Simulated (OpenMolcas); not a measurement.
A run on Hf2+ among 4 point charges of -1 e arranged as a tetrahedron (Td), 2.46 Å from the ion.

| Quantity | Value |
| --- | --- |
| Program | OpenMolcas 26.06 |
| Method | CASSCF |
| Basis | ANO-RCC-VDZP [7s6p4d2f1g] |
| Scalar Hamiltonian | DKH2, point nucleus |
| Active space | 2 electrons in 5 orbitals (5d) |
| State averaging | 2S+1 = 3 even, 10 roots; 2S+1 = 1 even, 15 roots |
| Spin-orbit coupling | RASSI with atomic mean-field integrals over the reference wave functions |

68 basis functions. Blocks (2S+1, parity, CSFs, roots kept): 3, even, 10, 10; 1, even, 15, 15.

How long do the RASSCF and RASSI steps take on 1 thread of Intel(R) Xeon(R) Platinum 8375C CPU @ 2.90GHz (Ice Lake), on a shared host?

About 8.6 s of wall time, without the integral step.
